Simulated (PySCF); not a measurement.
Circular dichroism: `C[S@@](=O)C1=C[C@@H](F)CO1`, C5H7FO2S

Cartesian coordinates in Å; atom numbers follow the order of the lines, from 1:
```xyz
16

C    -2.5284    0.4306   -0.4747
S    -1.8872   -0.4123    1.0409
O    -2.1488   -1.8371    0.8715
C    -0.1559   -0.1843    0.5265
C     0.7446   -1.1095    0.2097
C     2.0274   -0.4133   -0.1399
F     2.3456   -0.5722   -1.4805
C     1.6794    1.0572    0.1544
O     0.2983    1.0955    0.5173
H    -2.1425    1.4434   -0.4787
H    -2.2062   -0.1187   -1.3524
H    -3.6119    0.4367   -0.4157
H     0.5864   -2.1656    0.1500
H     2.9027   -0.7789    0.4068
H     1.8266    1.6748   -0.7350
H     2.2624    1.4628    0.9838
```

Method used: TDDFT LC-wPBE/def2-SVPD circular dichroism and optical rotation, one conformer, gas phase (PySCF). Geometry: GFN2-xTB.

The molecule is flexible and this is one conformer; a measurement averages over conformers.

Task: Assign R or S to each stereocentre.

Result: S2 R, C6 R.

Task: Which excitations and rotatory strengths does the calculation give?

Result: Rotatory strengths R in 10⁻⁴⁰ esu² cm², velocity form and length form (origin at the centre of mass); f in length form.
| state | E (eV) | λ (nm) | f | R (velocity) | R (length) | main |
| --- | --- | --- | --- | --- | --- | --- |
| 1 | 5.91 | 210 | 0.181 | -35.8 | -38.6 | HOMO→LUMO 0.77 |
| 2 | 6.22 | 199 | 0.014 | +32.4 | +31.9 | HOMO→LUMO+2 0.41, HOMO−1→LUMO+2 0.12 |
| 3 | 6.41 | 193 | 0.102 | -27.7 | -25.8 | HOMO−1→LUMO 0.76 |
| 4 | 7.20 | 172 | 0.020 | -16.9 | -14.6 | HOMO−2→LUMO 0.27, HOMO→LUMO+3 0.21 |
| 5 | 7.29 | 170 | 0.017 | +19.5 | +18.9 | HOMO−2→LUMO 0.54, HOMO→LUMO+3 0.10 |
| 6 | 7.39 | 168 | 0.001 | -10.8 | -8.0 | HOMO−2→LUMO+2 0.37, HOMO→LUMO+1 0.09 |
| 7 | 7.41 | 167 | 0.003 | +17.3 | +14.9 | HOMO→LUMO+1 0.33, HOMO−2→LUMO+2 0.14 |
| 8 | 7.55 | 164 | 0.003 | +3.9 | +2.0 | HOMO−1→LUMO+2 0.24, HOMO−1→LUMO+7 0.19 |

Among the states computed, the strongest CD band (largest |R|) is state 1. The largest dissymmetry factor in size, g = 4R/(D+G), with D and G the electric and magnetic dipole strengths, is +0.062 for state 7 (velocity form, f = 0.003), among bands with |R| over 0.5. The mirror image has the same energies and oscillator strengths and all R with the opposite sign.
